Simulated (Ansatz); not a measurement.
`[CH3][Zr]([NH2])([NH2])[Cl]`, 12 atoms. Total charge 0; spin multiplicity 1. Correlated methods include outer-core shells of Zr, which these sets cover unevenly. Zr takes the def2 core potential. All runs use 2 threads of an AMD EPYC 7R13 on a shared host and a share of an NVIDIA H100 80 GB. Correlated methods freeze the cores. Open-shell runs search over several starts.

(1) Give the basis size and wall time and peak host memory of each of these runs in Ansatz. RKS HSE06 (plane-wave form)-D4/def2-TZVPP energy; RKS PBE0-D4/def2-TZVP frequencies; RHF-CCSD(T)/def2-TZVPP energy; UKS ωB97X-V/def2-TZVPP energy of the cation; UHF-MP2/def2-QZVPP energy of the cation; UKS B2PLYP (frozen core)/def2-TZVPP energy of the cation; RKS PBE0-D4/def2-TZVP relaxation (20 steps); UKS r2SCAN-D4/def2-TZVPP energy of the cation; UKS B3LYP-D4/def2-TZVPP energy of the cation; UHF-CCSD(T)/def2-TZVPP energy of the cation; direct RPA on PBE orbitals/def2-TZVPP energy; RKS ωB97M-V/def2-QZVPP energy. (Best estimate.)

Answers

(1) The calculation gave: Other jobs shared the machine, so times are rough.

```tsv
level	job	functions	wall time	peak host memory (GiB)
RKS HSE06 (plane-wave form)-D4/def2-TZVPP	energy	289	2.1 s	0.88
direct RPA on PBE orbitals/def2-TZVPP	energy	289	3.4 s	1.4
RHF-CCSD(T)/def2-TZVPP	energy	289	4.5 s	0.89
RKS ωB97M-V/def2-QZVPP	energy	532	4.6 s	1.2
UKS B3LYP-D4/def2-TZVPP	energy of the cation	289	6 s	0.95
UKS ωB97X-V/def2-TZVPP	energy of the cation	289	8.5 s	1.1
UKS B2PLYP (frozen core)/def2-TZVPP	energy of the cation	289	9 s	1.4
UKS r2SCAN-D4/def2-TZVPP	energy of the cation	289	10 s	1.1
UHF-MP2/def2-QZVPP	energy of the cation	532	12 s	1.3
UHF-CCSD(T)/def2-TZVPP	energy of the cation	289	25 s	0.91
RKS PBE0-D4/def2-TZVP	relaxation (20 steps)	212	39 s	0.91
RKS PBE0-D4/def2-TZVP	frequencies	212	70 s	0.91
```

B3LYP here is the variant with VWN-RPA as its local correlation; programs differ in this.
